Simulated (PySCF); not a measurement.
Isomers of C4H14O2Si3, mass 178.030 u with the commonest isotopes. Level of theory: PBE0/pcSseg-1 in PySCF (dipole) on a GFN2-xTB geometry, gas phase. One conformer each, none proved a minimum here; rigid rotors.

Question: Order these by rotational constant C, smallest first.
A. `[O:1]=[C:2]([OH:3])[CH2:4][CH2:5][C:6]([SiH3:7])([SiH3:8])[SiH3:9]` with O1–C2–O3–H 1°, O1–C2–C4–C5 -88°, C2–C4–C5–C6 179°
B. `[OH:1][Si@@H:2]([O:3][SiH3:4])[C@H:5]([SiH3:6])[CH:7]1[CH2:8][CH2:9]1` with H–O1–Si2–O3 45°, O1–Si2–O3–Si4 166°, O1–Si2–C5–Si6 -173°, Si2–C5–C7–C8 167°
C. `[CH3:1][CH:2]([CH3:3])[Si@@H:4]([SiH3:5])[O:6][C:7](=[O:8])[SiH3:9]` with C1–C2–Si4–Si5 65°, C2–Si4–O6–C7 -137°, Si4–O6–C7–O8 1°
D. `[CH2:1]=[C:2]([CH3:3])[SiH2:4][Si@H:5]([O:6][CH3:7])[O:8][SiH3:9]` with C1–C2–Si4–Si5 -116°, C2–Si4–Si5–O6 -93°, Si4–Si5–O6–C7 -162°, Si4–Si5–O8–Si9 72°
E. `[OH:1][CH2:2][C@@H:3]1[CH2:4][SiH2:5][O:6][Si@H:7]1[CH2:8][SiH3:9]` with H–O1–C2–C3 58°, O1–C2–C3–C4 61°, O6–Si7–C8–Si9 56°, C2–C3–C4–Si5 -155°, C3–C4–Si5–O6 23°, C4–Si5–O6–Si7 -8°, Si5–O6–Si7–C8 -125°
F. `[CH2:1]=[C:2]([CH3:3])[Si@:4]([OH:5])([CH2:6][SiH3:7])[O:8][SiH3:9]` with C1–C2–Si4–O5 30°, C2–Si4–O5–H 67°, C2–Si4–C6–Si7 -50°, C2–Si4–O8–Si9 99°
G. `[CH3:1][CH2:2][C:3](=[O:4])[O:5][Si@H:6]([SiH3:7])[CH2:8][SiH3:9]` with C1–C2–C3–O4 2°, C2–C3–O5–Si6 -179°, C3–O5–Si6–Si7 -4°, O5–Si6–C8–Si9 -167°

Answer: G (391.2 MHz), D (416.1 MHz), C (445.6 MHz), B (466.4 MHz), A (499.0 MHz), E (565.6 MHz), F (661.5 MHz).

Question: Order these by out-of-plane moment Σ m c² = (Ia + Ib − Ic)/2, largest first.
A. `[OH:1][CH2:2][C@@H:3]1[CH2:4][SiH2:5][O:6][Si@H:7]1[CH2:8][SiH3:9]` with H–O1–C2–C3 58°, O1–C2–C3–C4 61°, O6–Si7–C8–Si9 56°, C2–C3–C4–Si5 -155°, C3–C4–Si5–O6 23°, C4–Si5–O6–Si7 -8°, Si5–O6–Si7–C8 -125°
B. `[O:1]=[C:2]([OH:3])[CH2:4][CH2:5][C:6]([SiH3:7])([SiH3:8])[SiH3:9]` with O1–C2–O3–H 1°, O1–C2–C4–C5 -88°, C2–C4–C5–C6 179°
C. `[CH3:1][CH:2]([CH3:3])[Si@@H:4]([SiH3:5])[O:6][C:7](=[O:8])[SiH3:9]` with C1–C2–Si4–Si5 65°, C2–Si4–O6–C7 -137°, Si4–O6–C7–O8 1°
D. `[CH2:1]=[C:2]([CH3:3])[SiH2:4][Si@H:5]([O:6][CH3:7])[O:8][SiH3:9]` with C1–C2–Si4–Si5 -116°, C2–Si4–Si5–O6 -93°, Si4–Si5–O6–C7 -162°, Si4–Si5–O8–Si9 72°
E. `[CH3:1][CH2:2][C:3](=[O:4])[O:5][Si@H:6]([SiH3:7])[CH2:8][SiH3:9]` with C1–C2–C3–O4 2°, C2–C3–O5–Si6 -179°, C3–O5–Si6–Si7 -4°, O5–Si6–C8–Si9 -167°
F. `[OH:1][CH2:2][C@@H:3]1[CH2:4][SiH2:5][O:6][Si@@H:7]1[CH2:8][SiH3:9]` with H–O1–C2–C3 60°, O1–C2–C3–C4 57°, O6–Si7–C8–Si9 179°, C2–C3–C4–Si5 -86°, C3–C4–Si5–O6 -24°, C4–Si5–O6–Si7 1°, Si5–O6–Si7–C8 139°
G. `[CH3:1][Si@@:2]1([CH2:3][CH2:4][SiH3:5])[CH2:6][O:7][SiH2:8][O:9]1` with C1–Si2–C3–C4 53°, Si2–C3–C4–Si5 179°
H. `[CH2:1]=[C:2]([CH3:3])[Si@:4]([OH:5])([CH2:6][SiH3:7])[O:8][SiH3:9]` with C1–C2–Si4–O5 30°, C2–Si4–O5–H 67°, C2–Si4–C6–Si7 -50°, C2–Si4–O8–Si9 99°
I. `[OH:1][Si@@H:2]([O:3][SiH3:4])[C@H:5]([SiH3:6])[CH:7]1[CH2:8][CH2:9]1` with H–O1–Si2–O3 45°, O1–Si2–O3–Si4 166°, O1–Si2–C5–Si6 -173°, Si2–C5–C7–C8 167°

Answer: H (205.81 u·Å²), B (169.89 u·Å²), A (106.80 u·Å²), G (97.74 u·Å²), F (93.86 u·Å²), D (47.68 u·Å²), I (39.08 u·Å²), E (34.15 u·Å²), C (29.01 u·Å²).

Question: Order these by radius of gyration √(Σ m r²/M), smallest first.
A. `[OH:1][Si@@H:2]([O:3][SiH3:4])[C@H:5]([SiH3:6])[CH:7]1[CH2:8][CH2:9]1` with H–O1–Si2–O3 45°, O1–Si2–O3–Si4 166°, O1–Si2–C5–Si6 -173°, Si2–C5–C7–C8 167°
B. `[OH:1][CH2:2][C@@H:3]1[CH2:4][SiH2:5][O:6][Si@H:7]1[CH2:8][SiH3:9]` with H–O1–C2–C3 58°, O1–C2–C3–C4 61°, O6–Si7–C8–Si9 56°, C2–C3–C4–Si5 -155°, C3–C4–Si5–O6 23°, C4–Si5–O6–Si7 -8°, Si5–O6–Si7–C8 -125°
C. `[CH2:1]=[C:2]([CH3:3])[Si@:4]([OH:5])([CH2:6][SiH3:7])[O:8][SiH3:9]` with C1–C2–Si4–O5 30°, C2–Si4–O5–H 67°, C2–Si4–C6–Si7 -50°, C2–Si4–O8–Si9 99°
D. `[CH3:1][CH2:2][C:3](=[O:4])[O:5][Si@H:6]([SiH3:7])[CH2:8][SiH3:9]` with C1–C2–C3–O4 2°, C2–C3–O5–Si6 -179°, C3–O5–Si6–Si7 -4°, O5–Si6–C8–Si9 -167°
E. `[CH3:1][Si@@:2]1([CH2:3][CH2:4][SiH3:5])[CH2:6][O:7][SiH2:8][O:9]1` with C1–Si2–C3–C4 53°, Si2–C3–C4–Si5 179°
F. `[CH2:1]=[C:2]([CH3:3])[SiH2:4][Si@H:5]([O:6][CH3:7])[O:8][SiH3:9]` with C1–C2–Si4–Si5 -116°, C2–Si4–Si5–O6 -93°, Si4–Si5–O6–C7 -162°, Si4–Si5–O8–Si9 72°
G. `[O:1]=[C:2]([OH:3])[CH2:4][CH2:5][C:6]([SiH3:7])([SiH3:8])[SiH3:9]` with O1–C2–O3–H 1°, O1–C2–C4–C5 -88°, C2–C4–C5–C6 179°

Answer: C (2.334 Å), B (2.370 Å), A (2.511 Å), G (2.577 Å), F (2.663 Å), E (2.692 Å), D (2.729 Å).

| SMILES | point group | Ia (u·Å²) | Ib (u·Å²) | Ic (u·Å²) | κ | μa (D) | μb (D) | μc (D) |
| --- | --- | --- | --- | --- | --- | --- | --- | --- |
| OC[C@@H]1C[SiH2]O[Si@H]1C[SiH3] | C1 | 422.88 | 684.30 | 893.58 | -0.45 | 0.90 | 0.80 | 0.52 |
| O=C(O)CCC([SiH3])([SiH3])[SiH3] | C1 | 380.70 | 971.81 | 1012.72 | -0.95 | 0.24 | 1.48 | 0.04 |
| CCC(=O)O[Si@H]([SiH3])C[SiH3] | C1 | 277.80 | 1082.37 | 1291.88 | -0.89 | 0.32 | 2.38 | 0.08 |
| CC(C)[Si@@H]([SiH3])OC(=O)[SiH3] | C1 | 395.52 | 796.59 | 1134.10 | -0.55 | 0.23 | 2.31 | 0.13 |
| O[Si@@H](O[SiH3])[C@H]([SiH3])C1CC1 | C1 | 320.16 | 841.69 | 1083.69 | -0.76 | 0.71 | 0.51 | 0.02 |
| C=C(C)[SiH2][Si@H](OC)O[SiH3] | C1 | 323.68 | 986.14 | 1214.47 | -0.83 | 0.88 | 0.95 | 0.11 |
| OC[C@@H]1C[SiH2]O[Si@@H]1C[SiH3] | C1 | 293.72 | 782.14 | 888.13 | -0.87 | 0.95 | 0.34 | 1.08 |
| C[Si@@]1(CC[SiH3])CO[SiH2]O1 | C1 | 253.73 | 1134.55 | 1192.81 | -0.97 | 0.97 | 0.90 | 0.53 |
| C=C(C)[Si@](O)(C[SiH3])O[SiH3] | C1 | 552.62 | 622.96 | 763.97 | 0.18 | 0.02 | 0.74 | 0.49 |
